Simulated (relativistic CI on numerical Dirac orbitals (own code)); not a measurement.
One change at a time: Tm⁵¹⁺

Base calculation: Dirac-Coulomb-Breit CI, KLI orbitals optimised for each configuration, model QED (radiative potential, 1s self-energy scaled to tabulated hydrogen-like ionisation energies), unscaled Slater integrals.

Configuration list (outside the closed core [Ne]): 3s2 3p6, 3s2 3p5 3d, 3s 3p6 3d, 3s2 3p5 4s, 3s2 3p5 4p, 3s2 3p5 4d, 3p6 3d 4p, 3s 3p6 4s, 3s2 3p5 4f, 3s 3p6 4p, 3s 3p6 4d, 3s 3p6 4f, 3s2 3p5 5s, 3s2 3p5 5p, 3s2 3p5 5d, 3s2 3p5 5f, 3s2 3p5 5g, 3s 3p6 5s, 3s 3p6 5p, 3s 3p6 5d, 3s 3p6 5f, 3p6 3d2, 3p5 3d3, 3p5 3d2 4s, 3p5 3d2 4p, 3p5 3d2 4d, 3p6 3d 4s, 3p5 3d 4s2, 3p5 3d 4s 4p, 3p5 3d 4s 4d, 3p6 4s2, 3p5 4s2 4p, 3p5 4s2 4d. Double excitations out of closed p, d and f shells are left out; levels of such configurations are missing from the list, as are those of other unlisted configurations, and high levels can miss mixing partners. These lack a partner that the ground configuration has and come out too high: 3s2 3p5 4f, 3s2 3p5 5s, 3s2 3p5 5p, 3s2 3p5 5d, 3s2 3p5 5f.

Variants: (1) QED terms removed; (2) Breit term removed. Shifts of the energy above 3s2 3p6 1S_0, in eV, for the lowest level and the first level of each name with at least 55 % of one term (blank where a level changes its place among those of its configuration and J or its character, or is not in the variant):

| Level | Base | Δ(1) | Δ(2) |
| --- | --- | --- | --- |
| 3s2 3p6 1S_0 | 0.00 | 0.00 | 0.00 |
| 3s2 3p5 3d 3P°_0 | 216.37 | +0.59 | +0.89 |
| 3s2 3p5 3d 3P°_1 | 226.30 | +0.58 | +1.37 |
| 3s2 3p5 3d 3F°_3 | 230.81 | +0.59 | +1.75 |
| 3s2 3p5 3d 3F°_4 | 280.26 | +0.44 | +3.36 |
| 3s2 3p5 3d 3D°_3 | 296.01 | +0.44 | +2.90 |
| 3s2 3p5 3d 3F°_2 | 473.62 | +0.29 | +4.45 |
| 3s 3p6 3d 3D_1 | 671.19 | +3.79 | +1.10 |
| 3s 3p6 3d 3D_2 | 677.17 | +3.79 | +1.39 |
| 3s 3p6 3d 3D_3 | 727.37 | +3.64 | +2.90 |
| 3s 3p6 3d 1D_2 | 740.67 | +3.65 | +2.65 |
| 3p6 3d2 3F_2 | 1358.13 | +7.59 | +2.47 |
| 3p6 3d2 3P_0 | 1380.30 | +7.59 | +1.77 |
| 3p6 3d2 3F_3 | 1410.74 | +7.44 | +4.06 |

At this charge energies of transitions that change n are usually good to better than 1 %, and those within a shell (Δn = 0) to a few per cent.

Ionisation energy from the two ground configurations alone: base 4811.69 eV; Breit term removed 4816.54 eV. The NIST ASD value (theoretical) is 4812 eV.

LS names give the leading component of a level, which can be under half, so a name can repeat, a term be missing and a line seem to break the LS rules.
